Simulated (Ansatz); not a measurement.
Computed with Ansatz on PBE0-D4/def2-TZVP structures; ΔE is electronic, products minus reactants. CCSD(T)/CBS adds triple-zeta CCSD(T) − MP2 to the extrapolated MP2 energy (def2 sets, frozen cores). For Mg outer-core shells are correlated without core-valence functions, which leaves a few kJ/mol of doubt a bond. One conformer a species, not always the lowest.

Consider the cleavage of the Si–B bond: `[SiH3]B([SiH3])[SiH3]` + `[OH][Mg][O][SiH3]` → `[SiH3][O][Mg][O][SiH3]` + `[SiH3]B[SiH3]`.

| species | CCSD(T)/CBS(def2) energy (Eh) |
| --- | --- |
| `[SiH3]B([SiH3])[SiH3]` | -897.38189 |
| `[OH][Mg][O][SiH3]` | -641.86598 |
| `[SiH3][O][Mg][O][SiH3]` | -932.19340 |
| `[SiH3]B[SiH3]` | -607.10156 |

Problem. Work out ΔE.

Solution. ΔE = (-932.19340) + (-607.10156) − (-897.38189) − (-641.86598) = -0.04709 Eh = -123.6 kJ/mol.

Largest T1 diagnostic among the species: 0.015.

In def2-TZVPP, CCSD(T) changes the Hartree–Fock value by +32.2 kJ/mol (the triples alone add +4.5 kJ/mol) and MP2 by +28.0 kJ/mol. The D4 term adds +8.2 kJ/mol with B3LYP and +4.7 kJ/mol with PBE0; it sums over pairs of atoms, weighted by their polarisabilities, and B3LYP, whose exchange is more repulsive, gets the larger term.

B3LYP here is the variant with VWN-RPA as its local correlation; programs differ in this.
